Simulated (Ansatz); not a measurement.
AlCl$_{3}$H$_{2}$S (`[SH2+][Al-]([Cl])([Cl])[Cl]`) at its PBE0-D4/def2-TZVP geometry, where that method's forces vanish. The species carries charge 0 and has multiplicity 1.

```xyz
7

S     1.5357   -0.0631    0.1301
Al   -0.8656   -0.2050   -0.4195
Cl   -0.8034    0.6651   -2.3299
Cl   -1.0988   -2.2873   -0.2760
Cl   -1.7092    0.9524    1.1229
H     1.3910   -0.3296    1.4414
H     1.5503    1.2676    0.3309
```

Question: What forces (eV/Å) does PBE-D4/def2-TZVPP give on these atoms in Ansatz 0.2.0? (Best estimate.)

Answer: The calculation gave: 
```
S1   0.142 -0.227 -0.305
Al2  0.000  0.011  0.017
Cl3  0.014  0.098 -0.223
Cl4 -0.021 -0.243  0.014
Cl5 -0.105  0.134  0.177
H6  -0.029 -0.018  0.251
H7  -0.002  0.244  0.069
```
